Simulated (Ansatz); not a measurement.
Level of theory: Ansatz (a first-principles code) with frozen-core CCSD(T)/cc-pVTZ // B3LYP-D3(BJ)/def2-TZVP.

Ansatz 0.2 input:
```yaml
crystal:
  periodic: [false, false, false]
  atoms:
    - { symbol: C, position_ang: [1.448151, -0.042641, 0.072367] }
    - { symbol: C, position_ang: [0.252067, 0.02493, -0.020567] }
    - { symbol: N, position_ang: [-1.081483, 0.13363, -0.183946] }
    - { symbol: H, position_ang: [2.503077, -0.106038, 0.161184] }
    - { symbol: H, position_ang: [-1.551317, 0.72724, 0.484323] }
    - { symbol: H, position_ang: [-1.570493, -0.73712, -0.333489] }
basis:
  gaussian: { orbitals: cc-pVTZ }
correlation:
  method: ccsd_t
```

Output:

```
Functional definition: HF
756 factors; integrals over basis functions are off by at most 1.2e-3 eV
mean field evaluation 1: about -3587.0815 eV, gradient 2.9e1 eV
mean field evaluation 2: about -3587.0870 eV, gradient 2.9e1 eV
mean field evaluation 4: about -3589.2131 eV, gradient 2.6e0 eV
mean field evaluation 8: about -3589.2392 eV, gradient 6.7e-4 eV
mean field evaluation 16: about -3589.2339 eV, gradient 2.5e-1 eV
mean field -3589.23921290 eV, -131.9021082002 hartree, gradient 2.9e-6 eV, S^2 0.000000; 0 other end points of the search recorded, 0 dependent functions left out
3 core orbitals not correlated
reference -3589.23921290 eV, -131.9021082002 hartree; 8, 8 occupied and 121, 121 virtual orbitals, 756 factors
second order -14.04384930 eV of doubles, -0.00000000 eV of singles
cycle   1  -13.99049465 eV  change    5.3e-2 eV  update   8.3e-2
cycle   2  -14.35618826 eV  change   -3.7e-1 eV  update   2.5e-2
cycle   3  -14.43717449 eV  change   -8.1e-2 eV  update   1.2e-2
cycle   4  -14.43456494 eV  change    2.6e-3 eV  update   3.3e-3
cycle   5  -14.43613094 eV  change   -1.6e-3 eV  update   1.3e-3
cycle   6  -14.43650651 eV  change   -3.8e-4 eV  update   3.6e-4
cycle   7  -14.43642519 eV  change    8.1e-5 eV  update   1.3e-4
cycle   8  -14.43641226 eV  change    1.3e-5 eV  update   5.4e-5
cycle   9  -14.43641754 eV  change   -5.3e-6 eV  update   2.0e-5
cycle  10  -14.43640552 eV  change    1.2e-5 eV  update   6.2e-6
perturbative correction -0.68009986 eV, -0.0249932088 hartree
Total energy: -3604.35571827 eV, -132.4576295264 hartree
```

Cost: roughly 16 core-seconds.
